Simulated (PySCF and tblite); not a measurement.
Results of a calculation; reference values are marked as such.
C3H6O3S, numbered as in [O:1]=[S:2]1[O:3][CH2:4][CH2:5][CH2:6][O:7]1.

Free energies: PBE0-D3(BJ)/def2-TZVP on PBE0-D3(BJ)/def2-SVP structures plus GFN2-xTB thermal terms, symmetry and mirror images included. Conformers within 4 kcal/mol (GFN2-xTB free energy) were kept, 5 at most. (PySCF 2.14, tblite 0.8.)

Rotational constants are equilibrium values for the commonest isotopes; dipoles come from the energy level named.

The 6-ring runs over atoms 2–3–4–5–6–7. Of a mirror pair one member is shown.

```tsv
conformer	shape	symmetry	weight %
1	6-ring chair (O1 axial)	Cs	99.7
2	6-ring chair (all substituents equatorial)	Cs	0.2
3	6-ring twist-boat (ring torsions -77, 32, 37, -72, 30, 42°)	C1 (pair)	0.2
```

Sets of constants, in random order:

```csv
set,A (MHz),B (MHz),C (MHz),abs μa (D),abs μb (D),abs μc (D)
P,4169,2191,1749,3.77,0.02,0.91
Q,3575,2466,1918,3.16,0.00,0.06
R,4352,2142,1584,4.88,0.00,1.85
```

**Question.** Match each set to its conformer.

**Answer.** P is conformer 3, Q is conformer 1, R is conformer 2.
